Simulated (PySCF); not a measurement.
C2H6BO3, SMILES COB([O])OC, multiplicity 2.

Geometry: PBE0-D3(BJ)/def2-SVP. The isomer is the one that the SMILES or the coordinates give; other isomers of the formula were not compared. The values are those of a single conformer.

Method: PBE0-D3(BJ)/def2-SVP (PySCF).

No scaling factor is applied to the harmonic values.

A small imaginary wavenumber (i) marks a very flat motion, where grid noise or a shallow saddle decides the sign.

```json
[
 {"mode": "1", "ν (cm⁻¹)": "15i", "IR (km/mol)": "0.0", "moving atoms (share of kinetic energy)": "H 96 %"},
 {"mode": "2", "ν (cm⁻¹)": "84", "IR (km/mol)": "2.0", "moving atoms (share of kinetic energy)": "H 69 %, O 26 %"},
 {"mode": "3", "ν (cm⁻¹)": "89", "IR (km/mol)": "5.7", "moving atoms (share of kinetic energy)": "H 48 %, O 30 %, C 19 %"},
 {"mode": "4", "ν (cm⁻¹)": "143", "IR (km/mol)": "0.1", "moving atoms (share of kinetic energy)": "O 69 %, H 18 %, C 13 %"},
 {"mode": "5", "ν (cm⁻¹)": "173", "IR (km/mol)": "7.7", "moving atoms (share of kinetic energy)": "C 46 %, H 27 %, O 21 %"},
 {"mode": "6", "ν (cm⁻¹)": "246", "IR (km/mol)": "1.5", "moving atoms (share of kinetic energy)": "O 48 %, C 33 %, H 18 %"},
 {"mode": "7", "ν (cm⁻¹)": "401", "IR (km/mol)": "11.1", "moving atoms (share of kinetic energy)": "O 69 %, C 16 %"},
 {"mode": "8", "ν (cm⁻¹)": "514", "IR (km/mol)": "8.8", "moving atoms (share of kinetic energy)": "O 69 %, C 14 %, H 10 %"},
 {"mode": "9", "ν (cm⁻¹)": "650", "IR (km/mol)": "55.8", "moving atoms (share of kinetic energy)": "B 82 %, O 18 %"},
 {"mode": "10", "ν (cm⁻¹)": "787", "IR (km/mol)": "3.1", "moving atoms (share of kinetic energy)": "O 73 %, C 18 %, H 9 %"},
 {"mode": "11", "ν (cm⁻¹)": "1089", "IR (km/mol)": "71.1", "moving atoms (share of kinetic energy)": "C 40 %, O 36 %, B 15 %, H 9 %"},
 {"mode": "12", "ν (cm⁻¹)": "1163", "IR (km/mol)": "11.0", "moving atoms (share of kinetic energy)": "H 37 %, O 31 %, C 29 %"},
 {"mode": "13", "ν (cm⁻¹)": "1180", "IR (km/mol)": "0.5", "moving atoms (share of kinetic energy)": "H 76 %, C 19 %"},
 {"mode": "14", "ν (cm⁻¹)": "1182", "IR (km/mol)": "0.1", "moving atoms (share of kinetic energy)": "H 77 %, C 18 %"},
 {"mode": "15", "ν (cm⁻¹)": "1197", "IR (km/mol)": "13.2", "moving atoms (share of kinetic energy)": "H 71 %, C 20 %"},
 {"mode": "16", "ν (cm⁻¹)": "1233", "IR (km/mol)": "32.5", "moving atoms (share of kinetic energy)": "H 38 %, O 34 %, C 21 %"},
 {"mode": "17", "ν (cm⁻¹)": "1389", "IR (km/mol)": "323.5", "moving atoms (share of kinetic energy)": "B 46 %, O 27 %, H 17 %, C 11 %"},
 {"mode": "18", "ν (cm⁻¹)": "1435", "IR (km/mol)": "261.1", "moving atoms (share of kinetic energy)": "H 52 %, B 25 %, C 13 %, O 10 %"},
 {"mode": "19", "ν (cm⁻¹)": "1474", "IR (km/mol)": "5.5", "moving atoms (share of kinetic energy)": "H 97 %"},
 {"mode": "20", "ν (cm⁻¹)": "1475", "IR (km/mol)": "9.1", "moving atoms (share of kinetic energy)": "H 92 %"},
 {"mode": "21", "ν (cm⁻¹)": "1478", "IR (km/mol)": "5.0", "moving atoms (share of kinetic energy)": "H 97 %"},
 {"mode": "22", "ν (cm⁻¹)": "1479", "IR (km/mol)": "21.7", "moving atoms (share of kinetic energy)": "H 96 %"},
 {"mode": "23", "ν (cm⁻¹)": "1487", "IR (km/mol)": "19.6", "moving atoms (share of kinetic energy)": "H 79 %, B 9 %"},
 {"mode": "24", "ν (cm⁻¹)": "1542", "IR (km/mol)": "417.1", "moving atoms (share of kinetic energy)": "B 41 %, H 33 %, O 25 %"},
 {"mode": "25", "ν (cm⁻¹)": "3041", "IR (km/mol)": "57.5", "moving atoms (share of kinetic energy)": "H 97 %"},
 {"mode": "26", "ν (cm⁻¹)": "3049", "IR (km/mol)": "45.7", "moving atoms (share of kinetic energy)": "H 97 %"},
 {"mode": "27", "ν (cm⁻¹)": "3128", "IR (km/mol)": "23.5", "moving atoms (share of kinetic energy)": "H 90 %, C 10 %"},
 {"mode": "28", "ν (cm⁻¹)": "3142", "IR (km/mol)": "24.4", "moving atoms (share of kinetic energy)": "H 90 %, C 10 %"},
 {"mode": "29", "ν (cm⁻¹)": "3157", "IR (km/mol)": "14.4", "moving atoms (share of kinetic energy)": "H 90 %, C 10 %"},
 {"mode": "30", "ν (cm⁻¹)": "3165", "IR (km/mol)": "15.9", "moving atoms (share of kinetic energy)": "H 90 %, C 10 %"}
]
```
